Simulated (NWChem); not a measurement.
System: C3H6OSi; SMILES O1C=C([SiH3])C1

Input file for NWChem:

```
start job
memory heap 200 mb stack 900 mb global 1100 mb
geometry units angstroms
  Si     1.868400     0.094655    -0.215722
  C      0.026881    -0.041065    -0.013993
  C     -0.938160    -0.968801    -0.128136
  O     -2.010492    -0.181165     0.211773
  C     -1.081562     0.912745     0.373203
  H      2.170339     1.102572    -1.236742
  H      2.464892     0.514091     1.056212
  H      2.378225    -1.215161    -0.617378
  H     -1.041715    -2.006917    -0.381276
  H     -1.297183     1.721430    -0.323435
  H     -1.075987     1.279506     1.398475
end
basis spherical
  * library 6-31g*
end
dft
  xc b3lyp
  iterations 150
end
driver
  maxiter 120
end
task dft optimize
task dft freq
```

B3LYP is NWChem's, with the RPA form of VWN correlation.

The level has its own optimisation; frequencies are unscaled. Brackets give each atom's bonded neighbours.

### Question
Give the results of this calculation. (B3LYP/6-31G* (spherical d).) Quantities: r C–Si (Å); r H–Si (Å); r C–C [C(CCSi)–C(CHO)] (Å); r C–C [C(CCSi)–C(CHHO)] (Å); highest harmonic frequency (cm⁻¹); lowest (cm⁻¹); zero-point energy (kcal/mol); dipole (D).

### Answer
```json
{
  "r C–Si (Å)": "1.843",
  "r H–Si (Å)": "1.489",
  "r C–C [C(CCSi)–C(CHO)] (Å)": "1.351",
  "r C–C [C(CCSi)–C(CHHO)] (Å)": "1.526",
  "highest harmonic frequency (cm⁻¹)": "3232",
  "lowest (cm⁻¹)": "107",
  "zero-point energy (kcal/mol)": "49.5",
  "dipole (D)": "0.36"
}
```
